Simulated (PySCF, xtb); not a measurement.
Sr(F)2 anion (F2Sr), SMILES [F][Sr][F] (connectivity only; charge and spin as stated), charge -1, multiplicity 2.

Harmonic wavenumbers (cm⁻¹) from GFN2-xTB (xtb 6.7.1) at its own minimum, in rising order: 37, 348, 405.

What does B3LYP-D3(BJ)/def2-TZVPD in PySCF give at its own minimum? (The exact figures need the calculation; the answer reports its results.)

103, 398, 405. Paired by order, the mean absolute difference is 39 cm⁻¹ and the zero-point energies are 1.1 and 1.3 kcal/mol.
